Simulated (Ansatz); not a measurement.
`N[SiH](F)Cl` + `[F][GeH3]` → `N[SiH](Cl)[GeH2][F]` + H–F  (formal exchange of groups at the Si–F bond)

Calculated with Ansatz (gas phase, PBE0-D4/def2-TZVP geometries, no zero-point term in ΔE). CBS: MP2 limit from def2 TZ/QZ plus the TZ coupled-cluster correction, frozen cores. This one scheme is used for every species. For Ge outer-core shells are correlated without core-valence functions, which leaves a few kJ/mol of doubt a bond. Scalar relativity is left out up to krypton. Each species was taken in one conformer, which may not be the lowest.

```tsv
species	CCSD(T)/CBS(def2) energy (Eh)
`N[SiH](F)Cl`	-905.31614
`[F][GeH3]`	-2177.72589
`N[SiH](Cl)[GeH2][F]`	-2982.59271
H–F	-100.39570
```

**Question.** Work out ΔE.

**Answer.** ΔE = (-2982.59271) + (-100.39570) − (-905.31614) − (-2177.72589) = 0.05362 Eh = +140.8 kJ/mol.

Largest T1 diagnostic among the species: 0.012.

In def2-TZVPP, CCSD(T) changes the Hartree–Fock value by −30.9 kJ/mol (the triples alone add −4.2 kJ/mol) and MP2 by −29.1 kJ/mol. From PBE to PBE0 (25 % exact exchange), in def2-TZVPP and without D4, ΔE moves by +6.9 kJ/mol.
